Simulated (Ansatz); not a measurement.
Calculated with Ansatz (gas phase, PBE0-D4/def2-TZVP geometries, no zero-point term in ΔE). CCSD(T)/CBS is the MP2 limit (def2-TZVPP, def2-QZVPP) plus CCSD(T) − MP2 in def2-TZVPP, frozen cores. Functionals use def2-TZVPP. For Ge outer-core shells are correlated without core-valence functions, which leaves a few kJ/mol of doubt a bond. Scalar relativity is left out up to krypton. Each species was taken in one conformer, which may not be the lowest.

Reaction (redistribution): `[BH2][GeH2][CH3]` + `BCB[SiH2]F` → `B[CH2][GeH2][CH3]` + `BB[SiH2]F`

| level | ΔE (eV) |
| --- | --- |
| r2SCAN-D4 | -0.27 |
| ωB97X-V | -0.17 |

What does CCSD(T)/CBS give? (Best estimate.)

The calculation gave: -0.16 eV. The listed levels differ from it by -0.11, -0.01 eV.

Largest T1 diagnostic among the species: 0.014.

From PBE to PBE0 (25 % exact exchange), in def2-TZVPP and without D4, ΔE moves by +0.05 eV. In def2-TZVPP, CCSD(T) changes the Hartree–Fock value by −0.12 eV (the triples alone add −0.02 eV) and MP2 by −0.13 eV.
